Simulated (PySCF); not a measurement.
How methods differ on the ionisation energy of In

In [Kr] 4d10 5s2 5p1 (2P) → In⁺ [Kr] 4d10 5s2 (1S), as a difference of total energies. All numbers are calculated (PySCF 2.14, scalar relativity through the core potential, in aug-cc-pVQZ-PP with one added diffuse shell each of s, p, d, f, g type with ECP28MDF (8s8p6d4f3g, 117 functions)). Correlated levels: valence: 4s2 4p6 4d10 frozen. The calculations carry no spin-orbit coupling.

```tsv
method	ionisation energy (eV)	error (eV)
UHF	5.218	-0.385
LDA	5.716	+0.113
PBE	5.590	-0.013
PBE0	5.621	+0.018
r2SCAN	5.718	+0.115
MN15	5.663	+0.060
r2SCAN0	5.732	+0.129
r2SCANh	5.723	+0.120
MP2 (valence)	5.426	-0.177
SCS-MP2 (valence)	5.413	-0.190
```

Reference: 5.603 eV (measured; NIST levels, between the centres of gravity of the two terms).

Errors of the correlated levels include the incompleteness of this basis and the frozen core.
